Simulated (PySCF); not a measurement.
# Spin states of MgPb⁺

Unrestricted PBE0; basis Mg def2-SVP, Pb def2-SVP with ECP60; scalar-relativistic core potentials; PySCF 2.14. Outer shells of the fragments: Mg 3s2; Pb+ 5d10 6s2 6p1.

Followed along the bond (rough minima from three points):

```
2Ms+1   unpaired  ⟨S²⟩ at the start  R at minimum (Å)  Te (eV)
    2        π ↑               0.77              3.03     0.00
    2        σ ↑               0.75              3.36     0.79
    4  σ ↑, π ↑↑               3.75              2.79     1.53
```

Solutions found at the starting distance of 2.850 Å, counted from the lowest of them; the search is not exhaustive and high or unbound solutions are not listed, so other states can lie among these:

| 2Ms+1 | unpaired | term | E (eV) | ⟨S²⟩ | ⟨Lz²⟩ | μ (D) |
| --- | --- | --- | --- | --- | --- | --- |
| 2 | π ↑ | ²Π | 0.00 | 0.77 | 1.00 | -7.20 |
| 2 | σ ↑ | ²Σ⁺ | 1.05 | 0.75 | 0.00 | -2.92 |
| 4 | σ ↑, π ↑↑ | ⁴Σ⁻ | 1.50 | 3.75 | 0.00 | -9.30 |
| 4 | σ ↑↑, π ↑ | ⁴Π | 1.75 | 3.75 | 1.00 | -4.98 |
| 2 | σ ↓, π ↑↑ | mixed | 1.97 | 1.75 | 0.00 | -9.42 |
| 2 | σ ↑, π ↑↓ | mixed | 1.97 | 1.75 | 2.01 | -9.17 |

A term symbol is given only where ⟨S²⟩ and ⟨Lz²⟩ are close to those of a pure state; real π, δ and φ orbitals otherwise mix terms. A positive dipole points towards Pb; it is taken about the centre of mass and depends on that origin.

Compare the gap between the two lowest followed solutions at the starting distance with the gap between their minima.

At PBE0 the second solution (doublet, unpaired electrons σ ↑) lies +1.05 eV from the first (doublet, unpaired electrons π ↑) at 2.850 Å and +0.79 eV at the minima; the two curves relax by different amounts, since their minima lie near 3.36 and 3.03 Å.

These are scalar-relativistic numbers at best; spin–orbit coupling would shift them, the dissociation energy most. Counting both spins, an empty level lies below a filled one in some of these solutions, because spin and occupation are held.
